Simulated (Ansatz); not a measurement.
The same path of CH$_{4}$BFN$_{2}$ (9 atoms, charge 0, multiplicity 1) was run 3 times with different band settings. Lost on the way: N1–H6. Made: N3–H6.

The calculation used RKS PBE-D4/def2-SVP (Ansatz).

Relaxed end points:

```xyz
9
Properties=species:S:1:pos:R:3
N -1.432 0.102 1.071
C -0.365 -0.222 0.311
N 0.337 0.660 -0.327
B 1.436 0.188 -1.101
F 2.201 1.066 -1.766
H -1.698 1.086 1.146
H -1.973 -0.605 1.565
H -0.157 -1.323 0.293
H 1.740 -0.999 -1.208
```

```xyz
9
Properties=species:S:1:pos:R:3
N -1.634 -0.089 1.248
C -0.627 -0.420 0.528
N 0.118 0.542 -0.148
B 1.246 0.298 -0.971
F 1.856 1.339 -1.555
H -0.231 1.497 0.002
H -2.056 -0.931 1.666
H -0.245 -1.452 0.362
H 1.661 -0.830 -1.150
```

Common settings: movable images 9; climbing image yes; optimiser quadratic models (default); start path through a guess of the saddle point; iteration limit 60; end points relaxed.

| run | spring | force threshold |
| --- | --- | --- |
| 1 | 5.0 eV/Å² | 0.03 eV/Å |
| 2 | 2.0 to 10.0 eV/Å², energy-weighted | 0.03 eV/Å |
| 3 | 5.0 eV/Å² | 0.2 eV/Å |

What does each run give, and how far can it be trusted?

Run 1: converged after 12 iterations, highest image 1.414 eV above the first end. A vibrational analysis at the climbing image gives one clearly imaginary mode, 1686i cm⁻¹: a first-order saddle point.
Run 2: converged after 12 iterations, highest image 1.414 eV above the first end. Another band between the same ends (9 images) ends at a top of the same energy, where a vibrational analysis finds 1 clearly imaginary mode.
Run 3: converged after 9 iterations, highest image 1.416 eV above the first end. The threshold of 0.2 eV/Å is loose, so the images may lie well off the minimum-energy path. Another band between the same ends (9 images) ends at a top of the same energy, where a vibrational analysis finds 1 clearly imaginary mode.
The orbitals stay closed-shell, which can raise the energy where a bond breaks towards radicals; this wasn't checked here.
